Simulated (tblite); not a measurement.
**Question.** Write Cartesian coordinates for `C=CN(CC(C)C)N[SiH3]` as optimised with GFN2-xTB.

**Answer.** 
```xyz
25
C6H16N2Si angstrom
C     -2.2726   -1.6010    1.2583
C     -1.2113   -0.8177    1.4362
N     -0.7701    0.1618    0.5866
C      0.5659    0.6942    0.7142
C      1.6972   -0.2972    0.3834
C      1.6304   -0.7501   -1.0723
C      3.0458    0.3535    0.6812
N     -1.3914    0.3444   -0.6510
Si    -2.7003    1.4649   -0.7806
H     -2.8913   -1.5474    0.3804
H     -2.5632   -2.3066    2.0132
H     -0.6124   -0.8959    2.3333
H      0.6946    1.0463    1.7436
H      0.6290    1.5559    0.0457
H      1.5804   -1.1765    1.0272
H      0.7374   -1.3435   -1.2514
H      2.4952   -1.3632   -1.3171
H      1.6154    0.1093   -1.7393
H      3.8564   -0.3429    0.4797
H      3.1074    0.6571    1.7242
H      3.1872    1.2334    0.0573
H     -1.3814   -0.4922   -1.2252
H     -3.0088    1.4381   -2.2094
H     -3.8973    1.1553    0.0089
H     -2.1531    2.7441   -0.3288
```

Any rigid rotation of these coordinates is as good. Atoms count from 1 in this order. Of the pairs four or more bonds apart, H16···H22 is among the closest relative to their van der Waals radii: 2.28 Å, 95 % of the sum of Bondi's values. The C–C distances run from 1.331 Å (C1=C2, drawn double) to 1.540 Å (C4–C5, drawn single), a spread of 0.209 Å. The C–N distances run from 1.370 Å (C2–N3, drawn single) to 1.444 Å (N3–C4, drawn single), a spread of 0.074 Å. N8 (hydrazine nitrogen) has angles 120.0°, 119.2° and 112.9°, sum 352.1°, 0.22 Å off the plane of its three neighbours.

Bonds between heavy atoms (Å): C1=C2 1.331, C2–N3 1.370, N3–C4 1.444, C4–C5 1.540, C5–C6 1.526, C5–C7 1.527, N3–N8 1.397, N8–Si9 1.728.

The geometry is computed with GFN2-xTB (gas phase).

Point group: C1 (no symmetry element, even within 0.4 Å). Its GFN2-xTB frequencies are all real (lowest 27 cm⁻¹). One conformer, not necessarily the lowest (C1–C2–N3–C4 -164°, C2–N3–C4–C5 67°, N3–C4–C5–C6 63°, C2–N3–N8–Si9 92°).
